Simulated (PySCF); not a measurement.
Excitations are Tamm–Dancoff values on a coarser integration grid. The basis has no diffuse functions, so Rydberg states are missing or too high.

Z-matrix (Å, degrees):
```
C
C 1 1.3446
H 2 1.0909 1 121.77
S 1 1.7598 2 128.11 3 -179.93
S 2 1.7623 3 120.10 1 -175.23
H 5 1.3611 2 98.87 3 -85.12
S 1 1.7674 2 132.19 3 0.23
C 7 1.8297 1 83.01 2 179.60
H 8 1.0963 7 112.53 1 117.00
H 8 1.0964 9 111.07 7 -127.28
```
Charge 0, spin multiplicity 1.

Task: Give the LUMO, T1 excitation (TDA) and total energy at the level PBE-D3(BJ)/def2-TZVP in PySCF.

Result: 
| Item | Result |
|---|---|
| LUMO | -2.26 eV |
| T1 excitation (TDA) | 2.87 eV |
| total energy | -35665.94 eV |
